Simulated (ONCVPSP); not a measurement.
Li (Z = 3): one change to an ONCV potential, before and after

```json
{"Element": "lithium (Li)", "Generator": "ONCVPSP 4.0.1", "Type": "optimised norm-conserving Vanderbilt (ONCV)", "Functional": "PBE", "Relativity": "scalar-relativistic", "Frozen core": "[He]", "Valence charge": "1", "Reference configuration": "2s1", "Partial waves": "2s: rc 3.00 bohr, ncon 4, nbas 9, qcut 2.7 1/bohr, 2 projectors, debl 3.7 Ha; p scattering state at 0.06 Ha: rc 3.00 bohr, ncon 3, nbas 8, qcut 2.4 1/bohr, 2 projectors, debl 3.5 Ha; d scattering state at 0.04 Ha: rc 2.85 bohr, ncon 4, nbas 8, qcut 3.8 1/bohr, 1 projector", "Local potential": "polynomial inside 2.60 bohr (lpopt 5, dvloc0 0 Ha)", "Core correction": "polynomial model core, fcfact 0.55"}
```

In the p channel the program set the typed energies aside and used 0.050, 3.550 Ha.

Change: s: rc 4.22.

Cutoffs: the cutoffs (Ha) at which the residual kinetic energy of the hardest occupied pseudo-wave falls to 1 and 0.1 mHa per electron; they do not see the model core or the augmentation charge, which bear on the density cutoff. Errors are all-electron minus pseudo energies relative to the spin-unpolarised reference configuration.

Problem. How do hardness, ghosts and transferability respond?

Solution. The potential gets softer (1.8 Ha and 2.8 Ha → 1.2 Ha and 2.1 Ha); the lowest positive-energy flag moves from p at 102.4 eV to s at 52.1 eV; neither file shows a bound ghost. A larger radius leaves more room for a smooth pseudo-wave, so fewer plane waves are needed.

| quantity | base | changed |
| --- | --- | --- |
| cutoff, loose | 1.8 Ha | 1.2 Ha |
| cutoff, tight | 2.8 Ha | 2.1 Ha |
| bound ghosts | none | none |
| GHOST(+) flags under 300 eV | p at 102.4 eV | s at 52.1 eV, p at 102.4 eV |
| error for 2s0.5, meV [ΔE 2.05 eV] | +0.6 | -7.8 |
| error for 2s0 2p1, meV [ΔE 1.79 eV] | -23 | -30 |
| p: phases at 3.05 bohr within 0.05 rad from the reference energy up to (Ha; the scan ends near 5) | 0.3 | 0.3 |
| d: phases at 2.89 bohr within 0.05 rad from the reference energy up to (Ha; the scan ends near 5) | 2.2 | 2.2 |
| rms error of d²Exc/dni dnj with the model core, mHa | 0.25 | 0.39 |

Base: The cutoffs count occupied waves only; projector 2 of the p channel, the hardest unoccupied one, needs 43 Ha at the loose tolerance. Changed file: The cutoffs count occupied waves only; projector 2 of the p channel, the hardest unoccupied one, needs 43 Ha at the loose tolerance.
